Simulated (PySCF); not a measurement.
# Radial density of Tl (thallium, neutral)

B3LYP, [Xe] 4f14 5d10 6s1 6p2, high-spin 4P determinant (an excited configuration). All numbers are calculated (PySCF 2.14, scalar relativity by spin-free X2C-1e, in aug-cc-pwCVTZ-DK3).

| r (bohr) | 4πr²ρ (e/bohr) | 4πr²(ρα − ρβ) |
| --- | --- | --- |
| 0.0161 | 103.9 | 0.0052 |
| 0.0271 | 107.7 | 0.0138 |
| 0.0456 | 151.4 | 0.0194 |
| 0.0766 | 124.3 | -0.0101 |
| 0.129 | 140.7 | 0.0385 |
| 0.217 | 89.51 | 0.0024 |
| 0.365 | 95.03 | 0.0425 |
| 0.614 | 38.04 | 0.1436 |
| 1.03 | 20.52 | -0.0603 |
| 1.74 | 6.011 | 0.7411 |
| 2.92 | 1.404 | 1.0390 |
| 4.91 | 0.2696 | 0.2660 |
| 8.26 | 0.01205 | 0.0121 |

Densities and radii are taken from the X2C orbitals without a picture-change correction, which distorts them close to the nucleus.

Spin-orbit coupling is strong in this species (close to jj coupling), so the high-spin LS determinant is a model state, not a physical level.

Where is the radial spin density 4πr²(ρα − ρβ) most negative, and why is it negative at all?

Around r = 1.03 bohr, down to -0.0603 e/bohr: exchange with the open shell polarises the paired shells in an unrestricted calculation.
